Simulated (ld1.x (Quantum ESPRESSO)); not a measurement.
# Configuration tests for Pm (PAW)

| Property | Result |
| --- | --- |
| Element | promethium (Pm) |
| Generator | ld1.x (Quantum ESPRESSO) 7.5 |
| Type | PAW |
| Functional | PW91 |
| Relativity | scalar-relativistic |
| Frozen core | [Kr] 4d10 |
| Valence charge | 15 |
| Reference configuration | 4f4 5s2 5p6 5d0 6s0 6p0 (charge +3) |
| Partial waves | 5s (bound): rcut 1.75, rcutus 2.15 bohr; 6s (bound, empty): rcut 1.75, rcutus 2.15 bohr; 5p (bound): rcut 2.10, rcutus 2.20 bohr; 6p (bound, empty): rcut 2.10, rcutus 2.20 bohr; 5d (bound, empty): rcut 2.90, rcutus 3.75 bohr; 5d channel at -0.75 Ry: rcut 2.90, rcutus 3.75 bohr; 4f (bound): rcut 1.30, rcutus 1.45 bohr; 4f channel at -1.6 Ry: rcut 1.30, rcutus 1.45 bohr |
| Local potential | all-electron potential smoothed inside 3.60 bohr (lloc = -1) |
| Core correction | Bessel-smoothed model core, default radius (core density twice the valence density) |
| Augmentation charge | PSQ, radius 1.25 bohr |

Energies are relative to the spin-unpolarised reference configuration 4f4 5s2 5p6 5d0 6s0 6p0; without spin polarisation the order of configurations can differ from experiment. Not all tests gave a result: 1 of 7 tests not solved or not reliable. Left out of the table: 4f5 5s2 5p6 5d0 6s2 6p0 (solver errors, printed error -1710 eV).

**Question.** Give the all-electron excitation energy and the error of the potential for: 4f5 5s2 5p6 5d0 6s1 6p0; 4f5 5s2 5p6 5d0 6s0 6p0; 4f4 5s2 5p6 5d1 6s2 6p0; 4f4 5s2 5p6 5d1 6s1 6p0; 4f5 5s2 5p6 5d0 6s0 6p1; 4f5 5s2 5p5 5d0 6s2 6p0.

**Answer.**

| valence configuration | charge | ΔE all-electron (eV) | error AE − PS (meV) |
| --- | --- | --- | --- |
| 4f5 5s2 5p6 5d0 6s1 6p0 | +1 | -34.266 | -523 |
| 4f5 5s2 5p6 5d0 6s0 6p0 | +2 | -23.290 | -547 |
| 4f4 5s2 5p6 5d1 6s2 6p0 | 0 | -37.721 | -24 |
| 4f4 5s2 5p6 5d1 6s1 6p0 | +1 | -31.318 | -3.5 |
| 4f5 5s2 5p6 5d0 6s0 6p1 | +1 | -31.209 | -538 |
| 4f5 5s2 5p5 5d0 6s2 6p0 | +1 | -12.613 | -526 |
